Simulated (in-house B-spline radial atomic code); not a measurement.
Ag⁺. Computed with a B-spline radial atomic code. Model: all-electron spherical atom, spin shells full or empty, radial basis limit, no spin-orbit coupling, Breit or QED, empty-state partial waves extrapolated as (l+1/2)^-4, RPA, G0W0 and static COHSEX of the highest shell as one setting changes (uncorrelated shells keep exact exchange).

Given: element Ag; charge 1; filled core Kr; hamiltonian one-electron scalar X2C; mean-field start PBE; highest l of empty states 9; nuclear rms radius 4.5454 fm; highest mean-field shell 4d.

Shell: 4d 5 5 (electrons up and down).

| lowest nl shells left uncorrelated | RPA correlation energy (hartree) | G0W0 level (eV) | G0W0 minus most complete (meV) | COHSEX level (eV) | linearised minus solved G0W0 (meV) |
| --- | --- | --- | --- | --- | --- |
| 0 | -3.6098 | -21.786 | 0 | -25.954 | 94.8 |
| 1 | -3.4396 | -21.786 | 0.1 | -25.954 | 94.8 |
| 2 | -3.2477 | -21.784 | 2.5 | -25.951 | 95.2 |
| 3 | ? | ? | ? | ? | ? |
| 4 | -2.5211 | -21.773 | 13.1 | -25.945 | 97.1 |
| 5 | ? | ? | ? | ? | ? |
| 6 | -1.1816 | -21.696 | 90.4 | -25.724 | 109.4 |
| 7 | -1.0199 | -21.7 | 85.8 | -25.702 | 104.8 |
| 8 | -0.56956 | -21.947 | -161 | -25.937 | 79.2 |

(1) What follows for lowest nl shells left uncorrelated = 5?

(2) What follows for lowest nl shells left uncorrelated = 3?

## Answers

(1) RPA correlation energy -1.9946 hartree; G0W0 level -21.755 eV; G0W0 minus most complete 31.1 meV; COHSEX level -25.902 eV; linearised minus solved G0W0 99.1 meV.

(2) RPA correlation energy -2.7013 hartree; G0W0 level -21.778 eV; G0W0 minus most complete 8.3 meV; COHSEX level -25.958 eV; linearised minus solved G0W0 96.3 meV.
